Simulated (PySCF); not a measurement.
## Trend along the chalcogens: MAg molecules

MP2 with triple-zeta basis sets in PySCF, for the lowest determinant that a PBE0 search found; no spin–orbit coupling. De refers to high-spin ground-configuration atoms.

| M | basis | reference, frozen orbitals | state (unpaired electrons) | Re (Å) | ωe (cm⁻¹) | De (eV) |
| --- | --- | --- | --- | --- | --- | --- |
| O | x2c-TZVPPall | UHF, 15 | doublet (π ↑) | 1.983 | 513 | n/a |
| S | x2c-TZVPPall | UHF, 19 | doublet (π ↑) | 2.261 | 345 | n/a |
| Se | x2c-TZVPPall | UHF, 23 | doublet (π ↑) | 2.363 | 246 | n/a |

The shortest bond is that of AgO (1.983 Å), the longest that of AgSe (2.363 Å).

Down a group the atoms grow and get heavier, so bonds lengthen and wavenumbers fall; this series shows no clear exception.

Correlated steps freeze the inner cores (15 to 23 orbitals); shallow outer-core shells are correlated. These are scalar-relativistic numbers at best; spin–orbit coupling would shift them, the dissociation energy most. With d or f electrons several states lie close, and the lowest PBE0 determinant need not be the measured ground state.
